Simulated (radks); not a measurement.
Values are calculated unless marked as measured or tabulated.
Removal energies from the calcium ion Ca5+, [Ne] 3s2 3p3, by Delta-SCF beside the eigenvalue of the level emptied. Code: a radial shooting solver on a logarithmic mesh with Libxc functionals. Model: scalar-relativistic Kohn-Sham, LDA (Slater exchange, Perdew-Wang correlation), spin-polarised, spherical densities, finite nucleus; Fermi nuclear charge, rms radius of each element as measured or else 0.836 A^(1/3) + 0.57 fm. Open shells are filled with parallel spins first.

\begin{tabular}{lrrr}
removed from & final configuration & Delta-SCF (eV) & -eigenvalue (eV) \\ \hline
3p & [Ne] 3s2 3p2 & 107.79 & 98.185 \\
3s & [Ne] 3s1 3p3 & 122.03 & 113.29 \\
2p & [He] 2s2 2p5 3s2 3p3 & 443.05 & 415.40 \\
2s & [He] 2s1 2p6 3s2 3p3 & 518.33 & 493.57 \\
\end{tabular}
